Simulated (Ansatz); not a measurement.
Program: Ansatz. Geometries: PBE0-D4/def2-TZVP. ΔE: electronic, gas phase. CCSD(T)/CBS is the MP2 limit (def2-TZVPP, def2-QZVPP) plus CCSD(T) − MP2 in def2-TZVPP, frozen cores. This one scheme is used for every species. Functionals use def2-TZVPP. B3LYP here is the variant with VWN-RPA as its local correlation; programs differ in this. HSE06 is defined as in plane-wave codes. One conformer a species, not always the lowest.

`NB(O)Cl` + H₂O → `NB(O)O` + HCl  (formal hydrolysis of a B–Cl bond)

Question: Is it downhill or uphill in electronic energy at CCSD(T)/CBS, and by how much? (An estimate is asked.)

Answer: The calculation gave: Downhill: ΔE = -0.19 eV.

Question: What do these levels give: B3LYP-D4, HSE06-D4, CAM-B3LYP-D4, ωB97X-V, ωB97M-V, r2SCAN, B3LYP, r2SCANh, BHLYP, CAM-B3LYP, MP2/def2-QZVPP, HF/CBS(def2)? (An estimate is asked.)

Answer: The calculation gave: B3LYP-D4 -0.22, HSE06-D4 -0.17, CAM-B3LYP-D4 -0.27, ωB97X-V -0.21, ωB97M-V -0.21, r2SCAN -0.20, B3LYP -0.25, r2SCANh -0.20, BHLYP -0.29, CAM-B3LYP -0.29, MP2/def2-QZVPP -0.15, HF/CBS(def2) -0.33 eV.

Largest T1 diagnostic among the species: 0.011.

At CCSD(T), def2-SVP lies −0.12 eV from the extrapolated value and def2-TZVPP −0.04 eV. From BLYP to BHLYP (50 % exact exchange), in def2-TZVPP and without D4, ΔE moves by −0.06 eV.
